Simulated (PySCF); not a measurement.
Computed IR spectrum (relative IR intensity) of a molecule C5H12Si. Coordinates come from a PBE-D3(BJ)/def2-SVP optimisation. Other conformers were not sampled. These are PBE-D3(BJ)/def2-SVP (PySCF) values and carry that method's errors. Frequencies are harmonic and unscaled.

Lines under 2 % of the strongest are left out, and lines within 2 cm⁻¹ are merged.

| ν (cm⁻¹) | relative intensity |
|---|---|
| 494 | 2.8 |
| 533 | 5.9 |
| 717 | 7.6 |
| 768 | 2.2 |
| 801 | 16 |
| 888 | 100 |
| 913 | 14 |
| 917 | 17 |
| 1036 | 2.2 |
| 1324 | 4.8 |
| 1373 | 2.4 |
| 2152 | 35 |
| 2160 | 51 |
| 2162 | 54 |
| 2958 | 3.7 |
| 2967 | 4.7 |
| 2979 | 22 |
| 2984 | 7.8 |
| 2995 | 16 |
| 3015 | 5.0 |
| 3041 | 6.3 |
| 3045 | 8.5 |
| 3059 | 20 |

Task: Pick the molecule that these values belong to.
(A) C/C=C(\C)C[SiH3]
(B) C[C@H]([SiH3])C1CC1
(C) C1CC[SiH2]CC1
(D) [SiH3]CC1CCC1

Result: D, [SiH3]CC1CCC1
